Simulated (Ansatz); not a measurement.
Ti₃H₂, relaxed as a triplet with UKS PBE0-D4/def2-TZVP in Ansatz, starting from the PBE0-D4/def2-TZVP geometry of the neutral singlet. Force threshold 0.02 eV/Å.

The charge 0 triplet is spin-contaminated (final ⟨S²⟩ up to 4.26, 2.00 for a pure state). The relaxation made no stability test and no search for a lower SCF solution. The structure comes from a short search, and lower isomers may exist.

Start:

```xyz
5

Ti   -0.332    0.035    1.573
Ti   -0.923    1.135   -0.664
Ti    0.567   -0.531   -0.410
H     1.471   -0.284    1.266
H    -0.782   -0.354   -1.765
```

Q: Estimate the energy that the relaxation releases and the steps that it takes.

A: 9.6 kcal/mol, in 10 steps; 1.8 min on 4 threads of Arm Neoverse V1 on a shared host. The force fell under the threshold at step 9, but the optimiser went on. No frequencies were taken in this run, so the end may be a saddle point.

Q: Does the start keep its bonding?

A: By distances, no bond broke or formed. The bond that changes most is Ti1–Ti2, from 2.56 to 2.70 Å (atoms count from 1).

Q: Predict the relaxed structure.

A: 
```tsv
atom	x (Å)	y (Å)	z (Å)
Ti1	-0.080	0.543	1.740
Ti2	-1.386	0.867	-0.598
Ti3	0.691	-0.491	-0.501
H4	1.284	-0.735	1.299
H5	-0.509	-0.184	-1.941
```
Bond lengths (bridged metal pairs left out): 1 × Ti–Ti 2.70 Å; 4 × H–Ti 1.90 to 1.92 Å.
